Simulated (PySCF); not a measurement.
Checking a proposed structure

A compound C$_{11}$H$_{9}$N gives the data below (simulated from a calculation) and was assigned the structure `c1ccc(-c2ccncc2)cc1`.

13C{1H} NMR (computed): δ 154.8 (CH), 154.5 (CH), 145.3 (C), 143.0 (C), 140.6 (CH), 134.7 (CH, 2C), 133.6 (CH, 2C), 133.4 (CH), 128.3 (CH).

1H NMR (300 MHz, computed): δ 9.12 (s, 1H), 9.00 (d, 1H), 8.02 (d, 1H), 7.81 (m, 2H), 7.81 (m, 2H), 7.72 (m, 1H), 7.53 (m, 1H).

Single conformer, fast rotation and ring inversion assumed for equivalent nuclei, non-relativistic Hamiltonian, gas phase. Geometry from GFN2-xTB; PBE0/pcSseg-1 with gauge-including orbitals; PySCF.

Chemical shifts δ = σref − σ; 1H (σ = 31.72 ppm), 13C (σ = 186.93 ppm) vs TMS, all at this level.

**Question.** Compare with the shifts computed for the proposed structure, pairing carbons in order of shift.

**Answer.** Numbering as in the mapped SMILES `[cH:1]1[cH:2][cH:3][c:4](-[c:5]2[cH:6][cH:7][n:8][cH:9][cH:10]2)[cH:11][cH:12]1`. Each H is labelled by its parent atom.

```tsv
atom	computed for proposal	given list	difference
C7	156.3	154.8	+1.5
C9	156.3	154.5	+1.8
C5	155.9	145.3	+10.6
C4	146.8	143.0	+3.8
C2	134.7	140.6	-5.9
C12	134.7	134.7	+0.0
C1	134.3	134.7	-0.4
C3	133.7	133.6	+0.1
C11	133.7	133.6	+0.1
C6	127.2	133.4	-6.2
C10	127.2	128.3	-1.1
```

The rms difference is 4.3 ppm and the largest +10.6 ppm at C5 (substituted aromatic carbon). The proposal also would give 7 carbon signals, not 9. The proposal doesn't fit.

**Question.** Which isomer fits?

**Answer.** SMILES c1ccc(-c2cccnc2)cc1.

Carbon types of the structure: 2 × C, 9 × CH, which accounts for all hydrogens. δC 154.8, 154.5: aromatic CH next to a ring nitrogen; the adjacent pyridine-type nitrogen withdraws density from it. δC 145.3, 143.0: substituted aromatic carbon. δC 140.6, 134.7, 133.6, 133.4, 128.3: aromatic CH. δH 9.12, 9.00: hydrogen on an aromatic CH next to a ring nitrogen; ring current plus the neighbouring ring nitrogen.

Other isomers checked: C#C/C(C#N)=C/C=C(C=C)C=C (rms 21.3 ppm).

The shifts were computed for this structure.

Shifts are as computed. Against solution values, carbons near 30 ppm lie about +3 ppm off and those near 130 ppm about +5 ppm. Of 1211 compounds with measured shifts, 218 miss one by over three times the rms of a fit or turn the order of signals round; such compounds aren't used in these exercises. Multiplicities follow the n + 1 count of equivalent neighbours, as no J values were calculated; m marks all less simple cases, F and P coupling included.
